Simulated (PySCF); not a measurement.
# S⁺: ionisation energy

S⁺ [Ne] 3s2 3p3 (4S) → S²⁺ [Ne] 3s2 3p2 (3P), as a difference of total energies. Calculation: PySCF 2.14, in aug-cc-pwCVDZ (6s5p3d, 36 functions); no relativity, point nucleus. Correlated levels: valence: [Ne] frozen; valence and next inner shell: 1s2 frozen; nothing frozen. The calculations carry no spin-orbit coupling.

```json
{"method": "UHF", "ionisation energy (eV)": "22.726", "plus first-order spin-orbit estimate": "22.666", "error of that sum (eV)": "-0.672"}
{"method": "LDA", "ionisation energy (eV)": "23.413", "plus first-order spin-orbit estimate": "23.352", "error of that sum (eV)": "+0.014"}
{"method": "PBE", "ionisation energy (eV)": "23.316", "plus first-order spin-orbit estimate": "23.256", "error of that sum (eV)": "-0.082"}
{"method": "PBE0", "ionisation energy (eV)": "23.379", "plus first-order spin-orbit estimate": "23.319", "error of that sum (eV)": "-0.019"}
{"method": "r2SCAN", "ionisation energy (eV)": "23.520", "plus first-order spin-orbit estimate": "23.459", "error of that sum (eV)": "+0.121"}
{"method": "B97-3", "ionisation energy (eV)": "23.185", "plus first-order spin-orbit estimate": "23.124", "error of that sum (eV)": "-0.214"}
{"method": "CAM-B3LYP", "ionisation energy (eV)": "23.268", "plus first-order spin-orbit estimate": "23.208", "error of that sum (eV)": "-0.130"}
{"method": "revPBE", "ionisation energy (eV)": "23.281", "plus first-order spin-orbit estimate": "23.220", "error of that sum (eV)": "-0.118"}
{"method": "BLYP", "ionisation energy (eV)": "23.031", "plus first-order spin-orbit estimate": "22.970", "error of that sum (eV)": "-0.368"}
{"method": "MP2 (valence)", "ionisation energy (eV)": "23.203", "plus first-order spin-orbit estimate": "23.143", "error of that sum (eV)": "-0.195"}
{"method": "SCS-MP2 (valence)", "ionisation energy (eV)": "23.036", "plus first-order spin-orbit estimate": "22.976", "error of that sum (eV)": "-0.362"}
{"method": "MP2 (valence and next inner shell)", "ionisation energy (eV)": "23.204", "plus first-order spin-orbit estimate": "23.143", "error of that sum (eV)": "-0.195"}
{"method": "SCS-MP2 (valence and next inner shell)", "ionisation energy (eV)": "23.037", "plus first-order spin-orbit estimate": "22.976", "error of that sum (eV)": "-0.362"}
{"method": "MP2 (all electrons)", "ionisation energy (eV)": "23.204", "plus first-order spin-orbit estimate": "23.144", "error of that sum (eV)": "-0.194"}
{"method": "SCS-MP2 (all electrons)", "ionisation energy (eV)": "23.037", "plus first-order spin-orbit estimate": "22.976", "error of that sum (eV)": "-0.362"}
```

Reference: 23.338 eV (measured; NIST Atomic Spectra Database, ionization energies).

A first-order spin-orbit estimate (lowest level to lowest level, LS coupling) adds -0.061 eV.

Errors of the correlated levels include the incompleteness of this basis and the frozen core.
